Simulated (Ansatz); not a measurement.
A made-up structure of LiZnHO, closed shell:

```xyz
4
angstrom
Li 0.7954 -0.3352 -0.2133
O -0.7557 0.3220 0.2040
Zn -2.1955 0.9254 0.5888
H 2.2163 -0.9378 -0.5958
```

It is relaxed with PBE-D4/def2-SVP and then PBE0-D4/def2-TZVP (Ansatz 0.2.0). Atoms count as bonded within 1.22 times the sum of their covalent radii (H–H: 0.88 Å). The end point is not checked to be a true minimum.

Does its bonding change? (A judgement: the text doesn't fix the answer.)

The calculation gives: No: no bond forms or breaks.

Where it ends: The first stage lowers the energy by 0.27 eV in 4 steps. It ends as LiZnHO ([LiH][O][Zn]):
Li1  (0.785, -0.329, -0.210)
O2  (-0.744, 0.319, 0.201)
Zn3  (-2.282, 0.961, 0.612)
H4  (2.302, -0.976, -0.619)
(Å)

Labels in which every atom is bracketed show which atoms are joined, not bond orders.

For scale, one of the runs: PBE0-D4/def2-TZVP relaxation, 99 basis functions, launched by `ansatz run in.yaml --threads 2 --pin off --events-out ev --progress --plain --max-ram 4352MiB`. The run took about 7.5 s on 2 CPU threads of an Arm Neoverse V2 (shared host).
